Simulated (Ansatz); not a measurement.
Steps of a relaxation of CH₇Al₂B, SMILES `[BH2][AlH][AlH][CH3]` with RKS PBE0-D4/def2-TZVP.

```sh
$ ansatz run in.yaml --threads 2 --pin off --events-out ev --progress --plain --max-ram 4352MiB
```

```yaml
crystal:
  periodic: [false, false, false]
  atoms:
    - {symbol: B, position_ang: [-1.825392, 2.334625, -0.142974]}
    - {symbol: Al, position_ang: [0.090450, 1.606515, -0.595170]}
    - {symbol: Al, position_ang: [0.545740, -0.957703, -0.697526]}
    - {symbol: C, position_ang: [1.047570, -2.046203, 0.875004]}
    - {symbol: H, position_ang: [-2.679624, 2.520737, -0.996467]}
    - {symbol: H, position_ang: [-2.208262, 2.512313, 1.004462]}
    - {symbol: H, position_ang: [1.323567, 2.614754, -0.877215]}
    - {symbol: H, position_ang: [0.368785, -1.748474, -2.096581]}
    - {symbol: H, position_ang: [1.287888, -1.464071, 1.786386]}
    - {symbol: H, position_ang: [1.912775, -2.702480, 0.638859]}
    - {symbol: H, position_ang: [0.201902, -2.727013, 1.121822]}
basis:
  gaussian: {orbitals: def2-TZVP}
hamiltonian: {xc: pbe0, dispersion: d4}
relax: {f_tol: 0.005, max_steps: 150}
```

Positions (Å) and forces (eV/Å) along the path, 11 of 15 steps:

```xyz
11
step=1 energy=-15011.7516 eV
B    -1.825    2.335   -0.143   -0.454    0.139    0.111
Al    0.090    1.607   -0.595    0.208    0.056   -0.038
Al    0.546   -0.958   -0.698    0.008   -0.174    0.026
C     1.048   -2.046    0.875    0.060   -0.236    0.203
H    -2.680    2.521   -0.996    0.302   -0.060    0.325
H    -2.208    2.512    1.004    0.132   -0.057   -0.436
H     1.324    2.615   -0.877   -0.172   -0.098    0.037
H     0.369   -1.748   -2.097    0.033    0.085    0.177
H     1.288   -1.464    1.786   -0.113   -0.276   -0.439
H     1.913   -2.702    0.639   -0.395    0.310    0.127
H     0.202   -2.727    1.122    0.391    0.311   -0.094
11
step=3 energy=-15011.7801 eV
B    -1.827    2.332   -0.143    0.007    0.034   -0.003
Al    0.090    1.594   -0.592    0.010   -0.045    0.005
Al    0.550   -0.968   -0.691   -0.027    0.020    0.016
C     1.045   -2.049    0.869   -0.003    0.005   -0.011
H    -2.663    2.530   -0.982   -0.008   -0.009   -0.009
H    -2.200    2.526    0.982    0.000   -0.008    0.010
H     1.292    2.614   -0.867    0.000    0.019   -0.002
H     0.375   -1.752   -2.075    0.009   -0.008   -0.006
H     1.278   -1.471    1.764    0.004    0.014    0.006
H     1.905   -2.687    0.639    0.020   -0.014   -0.002
H     0.219   -2.726    1.118   -0.011   -0.007   -0.004
11
step=4 energy=-15011.7803 eV
B    -1.824    2.339   -0.144   -0.006   -0.030    0.001
Al    0.091    1.591   -0.590    0.000    0.003   -0.001
Al    0.544   -0.970   -0.690   -0.004    0.003    0.002
C     1.045   -2.050    0.868   -0.001    0.003   -0.003
H    -2.661    2.529   -0.983   -0.001    0.011   -0.006
H    -2.198    2.526    0.982    0.001    0.013    0.006
H     1.289    2.617   -0.866    0.006    0.001   -0.001
H     0.375   -1.755   -2.074    0.001    0.000   -0.002
H     1.275   -1.470    1.764    0.002    0.005    0.005
H     1.908   -2.683    0.638    0.007   -0.005   -0.002
H     0.222   -2.730    1.116   -0.006   -0.006    0.001
11
step=5 energy=-15011.7804 eV
B    -1.824    2.336   -0.144    0.000   -0.001    0.000
Al    0.091    1.591   -0.590   -0.002   -0.003    0.001
Al    0.543   -0.969   -0.689    0.003    0.001   -0.001
C     1.045   -2.050    0.868   -0.002    0.000    0.000
H    -2.661    2.530   -0.984   -0.001    0.001   -0.002
H    -2.198    2.527    0.982    0.000    0.003    0.002
H     1.290    2.617   -0.867    0.000    0.000    0.000
H     0.374   -1.755   -2.074    0.000    0.000   -0.001
H     1.273   -1.470    1.764    0.001    0.001    0.002
H     1.910   -2.681    0.639    0.002    0.000   -0.001
H     0.223   -2.733    1.115    0.000   -0.003    0.000
11
step=6 energy=-15011.7804 eV
B    -1.825    2.337   -0.144    0.001    0.001    0.000
Al    0.091    1.591   -0.590   -0.002   -0.004    0.001
Al    0.543   -0.970   -0.689    0.000    0.001   -0.001
C     1.045   -2.051    0.868   -0.002    0.000    0.001
H    -2.661    2.531   -0.984   -0.001    0.001   -0.001
H    -2.197    2.530    0.982    0.000    0.002    0.000
H     1.289    2.616   -0.867   -0.001    0.000    0.000
H     0.374   -1.756   -2.073    0.000    0.000    0.000
H     1.271   -1.471    1.765    0.000    0.000    0.001
H     1.912   -2.680    0.639    0.001    0.000    0.000
H     0.224   -2.736    1.113    0.001   -0.001    0.000
11
step=7 energy=-15011.7805 eV
B    -1.827    2.344   -0.144    0.006    0.005    0.000
Al    0.085    1.586   -0.590   -0.003   -0.002    0.001
Al    0.541   -0.974   -0.687   -0.005   -0.002   -0.001
C     1.047   -2.055    0.869    0.002   -0.005    0.004
H    -2.662    2.543   -0.985   -0.001   -0.002    0.003
H    -2.196    2.547    0.982   -0.002   -0.001   -0.004
H     1.283    2.612   -0.870    0.000   -0.001    0.000
H     0.372   -1.760   -2.072    0.002    0.002    0.002
H     1.256   -1.476    1.771   -0.001   -0.008   -0.006
H     1.928   -2.666    0.642   -0.008    0.006    0.005
H     0.238   -2.758    1.103    0.010    0.008   -0.004
11
step=9 energy=-15011.7806 eV
B    -1.827    2.353   -0.144    0.000    0.000    0.001
Al    0.079    1.581   -0.589   -0.001    0.003    0.000
Al    0.535   -0.978   -0.684    0.000    0.000    0.001
C     1.049   -2.059    0.870    0.000   -0.008    0.004
H    -2.662    2.554   -0.985    0.000   -0.001   -0.001
H    -2.195    2.564    0.980    0.000   -0.001    0.000
H     1.280    2.603   -0.872    0.001   -0.001    0.000
H     0.368   -1.764   -2.069    0.000    0.000    0.000
H     1.235   -1.483    1.778   -0.001   -0.003   -0.004
H     1.948   -2.645    0.647   -0.007    0.005    0.002
H     0.256   -2.784    1.089    0.007    0.006   -0.002
11
step=12 energy=-15011.7806 eV rejected
B    -1.825    2.359   -0.145   -0.006   -0.017    0.002
Al    0.079    1.582   -0.589    0.003    0.006    0.000
Al    0.527   -0.980   -0.681   -0.001    0.000    0.000
C     1.049   -2.060    0.870   -0.003   -0.012    0.008
H    -2.660    2.556   -0.986    0.002    0.006    0.000
H    -2.193    2.569    0.979    0.002    0.006   -0.001
H     1.284    2.598   -0.875    0.001   -0.001    0.000
H     0.354   -1.766   -2.065    0.000    0.001    0.001
H     1.213   -1.487    1.785    0.000   -0.005   -0.007
H     1.965   -2.621    0.651   -0.010    0.007    0.003
H     0.273   -2.807    1.075    0.012    0.011   -0.003
11
step=13 energy=-15011.7806 eV
B    -1.826    2.357   -0.145   -0.001   -0.002    0.000
Al    0.078    1.582   -0.589    0.002    0.001    0.000
Al    0.528   -0.979   -0.682    0.001    0.001   -0.001
C     1.050   -2.060    0.870   -0.003   -0.008    0.005
H    -2.661    2.557   -0.986    0.000    0.001    0.000
H    -2.193    2.570    0.979    0.000    0.000    0.000
H     1.284    2.598   -0.874   -0.001    0.000    0.000
H     0.357   -1.766   -2.066   -0.001    0.000    0.000
H     1.216   -1.487    1.784    0.000   -0.002   -0.004
H     1.962   -2.625    0.650   -0.005    0.004    0.001
H     0.271   -2.804    1.077    0.007    0.006   -0.002
11
step=14 energy=-15011.7806 eV
B    -1.825    2.357   -0.145   -0.001   -0.003    0.000
Al    0.080    1.582   -0.589    0.002    0.000    0.000
Al    0.527   -0.979   -0.681   -0.001    0.000   -0.001
C     1.049   -2.060    0.870   -0.003   -0.004    0.003
H    -2.660    2.556   -0.986    0.000    0.001    0.000
H    -2.193    2.569    0.979    0.000    0.001   -0.001
H     1.285    2.598   -0.875   -0.001    0.000    0.000
H     0.352   -1.766   -2.065    0.000    0.000    0.001
H     1.211   -1.487    1.785    0.001   -0.001   -0.002
H     1.965   -2.620    0.651   -0.002    0.002    0.001
H     0.274   -2.807    1.075    0.004    0.003   -0.002
11
step=15 energy=-15011.7806 eV
B    -1.824    2.357   -0.145    0.000   -0.001    0.000
Al    0.081    1.583   -0.589    0.001    0.000    0.001
Al    0.525   -0.979   -0.681   -0.001    0.000   -0.001
C     1.049   -2.060    0.870   -0.002   -0.003    0.002
H    -2.659    2.556   -0.986    0.000    0.001    0.001
H    -2.192    2.568    0.979    0.000    0.001   -0.001
H     1.287    2.598   -0.875   -0.001    0.000    0.000
H     0.348   -1.766   -2.063    0.000    0.000    0.001
H     1.205   -1.488    1.787    0.001   -0.001   -0.002
H     1.969   -2.613    0.653   -0.001    0.002    0.001
H     0.278   -2.813    1.071    0.003    0.003   -0.001
```

It took 65 s on 2 threads of an Arm Neoverse V1 on a shared host, with 0.42 GiB of host memory at the peak.
